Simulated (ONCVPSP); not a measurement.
## Transferability test, ONCV potential for Ne

neon, optimised norm-conserving Vanderbilt (ONCV), made with ONCVPSP 4.0.1 (Wu-Cohen, scalar-relativistic). Core [He], reference 2s2 2p4 (charge +2). Waves: 2s: rc 0.70 bohr, ncon 4, nbas 8, qcut 11.3 1/bohr, 2 projectors, debl 0.5 Ha; 2p: rc 0.70 bohr, ncon 5, nbas 8, qcut 11.1 1/bohr, local. Local part: the p channel. Core correction: Teter function, fcfact 3.25, rcfact 1.3.

In the s channel the program set the typed energies aside and used -2.865, 0.250 Ha.

Energies are relative to the spin-unpolarised reference configuration 2s2 2p4; without spin polarisation the order of configurations can differ from experiment.

| valence configuration | charge | ΔE all-electron (eV) | error AE − PS (meV) |
| --- | --- | --- | --- |
| 2s2 2p6 | 0 | -65.728 | +4.5 |
| 2s2 2p3 | +3 | 67.434 | +12 |

Q: What are ΔE and the potential's error for 2s1 2p6?

A: ΔE = -20.015 eV all-electron; the error (AE − PS) is +43 meV.

Q: What are ΔE and the potential's error for 2s2 2p5?

A: ΔE = -43.265 eV all-electron; the error (AE − PS) is +5.5 meV.
